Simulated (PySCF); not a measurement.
Species: C6H12O2Si.
Atom-mapped SMILES: `[CH3:1][C:2](=[O:3])[O:4][C@H:5]1[CH2:6][CH2:7][SiH2:8][CH2:9]1` (hydrogens: H10, H11, H12 on C1; H13 on C5; H14, H15 on C6; H16, H17 on C7; H18, H19 on Si8; H20, H21 on C9)

Structure used (PBE0-D3(BJ)/def2-SVP), in Å, numbered top down from 1:
```xyz
21
C6H12O2Si angstrom
C      3.3089   -0.3975   -1.2444
C      2.0147   -0.8190   -0.6116
O      1.8253   -1.8631   -0.0446
O      1.0761    0.1267   -0.7621
C     -0.2211   -0.1491   -0.2309
C     -0.2882    0.1200    1.2733
C     -1.7495   -0.0345    1.7134
Si    -2.7284    0.6920    0.2520
C     -1.2492    0.7238   -0.9411
H      4.0672   -1.1711   -1.0812
H      3.6415    0.5594   -0.8177
H      3.1584   -0.2374   -2.3220
H     -0.4360   -1.2181   -0.4011
H      0.0604    1.1533    1.4473
H      0.3916   -0.5557    1.8135
H     -2.0070   -1.1011    1.8250
H     -1.9511    0.4452    2.6820
H     -3.8483   -0.1874   -0.2043
H     -3.2801    2.0582    0.5074
H     -1.4550    0.3841   -1.9661
H     -0.8570    1.7528   -1.0039
```

Level: PBE0/pcSseg-1 in PySCF, non-relativistic, on one gas-phase PBE0-D3(BJ)/def2-SVP geometry that isn't relaxed in the solvent. The solvent is an IEF-PCM continuum (van der Waals radii × 1.2). The model holds no explicit solvent molecules, cavitation or dispersion.

```csv
run,E − E(gas) (kcal/mol),HOMO (eV),HOMO–LUMO gap (eV),dipole (D)
gas,0.00,-7.85,8.22,1.69
P,-5.15,-7.97,8.27,2.20
Q,-2.38,-7.90,8.26,1.90
```

Question: The runs were made in benzene and dimethylsulfoxide. Which run belongs to which solvent?

Answer: P = dimethylsulfoxide, Q = benzene. The dielectric constants are 2.271 (benzene), 46.83 (dimethylsulfoxide), and the energy falls further as ε rises. In this model the ground state sees the solvent through ε alone.

Question: How constant is the ratio of the lowering to (ε − 1)/(2ε + 1)?

Answer: 
```
          solvent  (ε − 1)/(2ε + 1)  E − E(gas) (kcal/mol)  ratio (kcal/mol)  polarisation term (kcal/mol)
          benzene             0.229                  -2.38             -10.4                         -2.51
dimethylsulfoxide             0.484                  -5.15             -10.6                         -5.78
```

The ratio changes by +2.4 % in size from benzene to dimethylsulfoxide. The polarisation term is half the interaction of the solute with the induced surface charges.
